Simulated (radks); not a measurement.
Coulomb parameter of the 4d shell of neutral rhodium in the model configuration [Kr] 4d7 5s1 5p1, as a second difference U = [E(n + 0.25) + E(n - 0.25) - 2 E(n)] / (0.25)^2 with all orbitals relaxed. "Bare": the charge of the atom changes with n. "Screened": the 5p shell takes up the change at fixed total charge, which measures U(4d,4d) + U(5p,5p) - 2 U(4d,5p). Method: Dirac Kohn-Sham, BLYP, spin-unpolarised, spherical densities, point nucleus; open shells are shared between the two j in proportion to 2j + 1; computed with a radial shooting solver on a logarithmic mesh with Libxc functionals.

case                     configuration  E - E(n) (eV)
start                 [Kr] 4d7 5s1 5p1          0.000
bare +0.25         [Kr] 4d7.25 5s1 5p1         -2.231
bare -0.25         [Kr] 4d6.75 5s1 5p1          2.834
screened +0.25  [Kr] 4d7.25 5s1 5p0.75         -1.915
screened -0.25  [Kr] 4d6.75 5s1 5p1.25          2.114

U(bare) = 9.656 eV, U(screened by 5p) = 3.181 eV, against the Slater integral F0(4d,4d) = 16.504 eV with frozen orbitals. The step up makes a negative ion, whose loosely bound charge lowers the bare value.
